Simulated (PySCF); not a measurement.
B(Me)3 (C3H9B), SMILES CB(C)C.

The structure is a stationary point at PBE0-D3(BJ)/def2-SVP. The isomer is the one that the SMILES or the coordinates give; other isomers of the formula were not compared.

Method: B3LYP/def2-TZVP (PySCF).

Computed frontier levels, gap, dipole moment and polarisability:
| Item | Result |
|---|---|
| highest occupied level | -8.30 eV |
| lowest empty level | -0.34 eV |
| orbital gap | 7.96 eV |
| dipole moment | 0.08 D |
| quadrupole, principal values (traceless, Buckingham form, about the centre of nuclear charge) | -1.16, -1.01, 2.17 D·Å |
| mean static polarisability | 52.4 bohr³ (7.76 Å³) |
| polarisability, principal values | 44.7, 56.1, 56.3 bohr³ |
